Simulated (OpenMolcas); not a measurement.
# S+: Slater's ratio, thermal populations, worked from levels

```
Program             : OpenMolcas
Basis               : ANO-R1 [4s3p1d]
Scalar Hamiltonian  : X2C, finite nucleus
Active space        : 5 electrons in 4 orbitals (3s 3p)
State averaging     : 2S+1 = 4 odd, 1 root; 2S+1 = 2 odd, 8 roots; 2S+1 = 4 even, 3 roots; 2S+1 = 2 even, 6 roots
Spin-orbit coupling : RASSI with atomic mean-field integrals over the reference wave functions, term energies averaged over their components
```

Methods: CASSCF; SS-CASPT2, IPEA 0.25 Eh, imaginary shift 0.1 Eh (closed shells correlated: 2s 2p). Measured levels: NIST Handbook of Basic Atomic Spectroscopic Data.

**Slater's ratio.** With one set of orbitals, p3 has 2D* - 4S* = 9 F2 and 2P* - 2D* = 6 F2 (F2 = F²/25), a ratio of 2/3. Term energies are centres of gravity, weighted by 2J + 1.

| Source | 2D* - 4S* | 2P* - 4S* | F2 from the first | Ratio |
| --- | --- | --- | --- | --- |
| CASSCF | 19112 | 26130 | 2124 | 0.367 |
| SS-CASPT2 | 17290 | 26368 | 1921 | 0.525 |
| measured | 14872 | 24556 | 1652 | 0.651 |

Energies in cm-1. A ratio away from 2/3 shows effects beyond one configuration with one set of orbitals, and in heavier atoms second-order spin-orbit shifts. In CASSCF the valence s occupation is 1.95 in 2P* against 2.00 in 2D*: mixing out of s² acts most on 2P* and pulls it down.

**Thermal populations.** Z = Σ (2J + 1) exp(-E/kT) with k = 0.695035 cm-1/K, over the levels below. No other level of either list lies under 90000 cm-1, which is above 7 kT at each temperature.

| Level | 2J + 1 | SS-CASPT2 | measured |
| --- | --- | --- | --- |
| 3s2 3p3 4S* 3/2 | 4 | 0.0 | 0.0 |
| 3s2 3p3 2D* 3/2 | 4 | 17270 | 14853 |
| 3s2 3p3 2D* 5/2 | 6 | 17300 | 14885 |
| 3s2 3p3 2P* 1/2 | 2 | 26360 | 24525 |
| 3s2 3p3 2P* 3/2 | 4 | 26370 | 24572 |
| 3s 3p4 4P 5/2 | 6 | 82640 | 79395 |
| 3s 3p4 4P 3/2 | 4 | 83010 | 79757 |
| 3s 3p4 4P 1/2 | 2 | 83230 | 79963 |

```csv
T (K),"Z, SS-CASPT2","Z, measured levels","Ground level (%), SS-CASPT2","Ground level (%), measured levels"
8000,4.499,4.762,88.9,84.0
12000,5.513,5.998,72.6,66.7
```

At 12000 K, kT = 8340 cm-1, and the computed levels give Z = 4.000 + 0.504 + 0.754 + 0.085 + 0.169 + 0.000 + 0.000 + 0.000 = 5.513.

CASPT2 does not keep the components of a term degenerate, so their means are used; among the terms shown or strongly mixed into the levels shown the widest spread is 180 cm-1 (3s2 3p3 2D*, SS-CASPT2). Over all roots computed the reference weight is 0.89 to 0.97 in SS-CASPT2; the roots of lowest weight are the least certain, and an intruder state may touch them. Terms of s pⁿ other than that of highest spin mix with s² pⁿ⁻² d, which this space lacks; all of them can be thousands of cm-1 off, and some have no real level of that name. Without dynamic correlation excited terms often stand tens of per cent too high (terms of higher spin than the ground term too low), and those without a measured partner can miss by more than the paired ones (holds for CASSCF). Some terms miss by over 15 % even with CASPT2, which points to a basis or an active space too small for the shells correlated (holds for SS-CASPT2). Measured partners are found by configuration, term and J. A level has none where our copy of the source lacks it or the pairing is in doubt (some pairs that miss far off the trend of their configuration count as doubtful), and it then counts in no deviation. Levels of configurations outside the active space are missing.

* marks odd parity.
